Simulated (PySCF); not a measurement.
CH3S (SMILES C[S-]), charge -1, singlet, at a GFN2-xTB geometry (in this run its highest filled SCF level lies above zero, so its values depend strongly on the basis, on diffuse functions most of all). Base run: R2SCAN/STO-3G in PySCF.

Geometry (Å):
```xyz
5

C     -0.0316     1.1085     0.0062
S      0.0198    -0.6956    -0.0039
H     -1.0684     1.4637    -0.0329
H      0.4348     1.5012     0.9177
H      0.5059     1.5132    -0.8598
```
Charge -1, spin multiplicity 1.
All else is at PySCF's defaults.
Base energy -432.96942 Eh.

Each row names what was changed in the base input (with any setting that the change needs).

| change | ΔE vs base (mEh) | SCF cycles | outcome |
|---|---|---|---|
| base | 0.000 | 7 | converged |
| init_guess = vsap | 0.000 | 7 | converged |
| level_shift = 1.0 (with mf.max_cycle = 100) | 0.000 | 27 | converged |
| diis_space = 20 | 0.000 | 7 | converged |
| diis_space = 12 | 0.000 | 7 | converged |
| DIIS = EDIIS | - | 50 | not converged |
| conv_tol = 1e-7 | 0.000 | 6 | converged |
| diis = off; damp = 0.3 (with mf.diis_start_cycle = 200; with mf.max_cycle = 150) | 0.000 | 17 | converged |
| init_guess = huckel | 0.000 | 10 | converged |
| diis_space = 2 | 0.000 | 12 | converged |
| conv_tol = 1e-6 | 0.000 | 6 | converged |
| diis_space = 4 | 0.000 | 7 | converged |
| conv_tol = 1e-4 | 0.000 | 5 | converged |
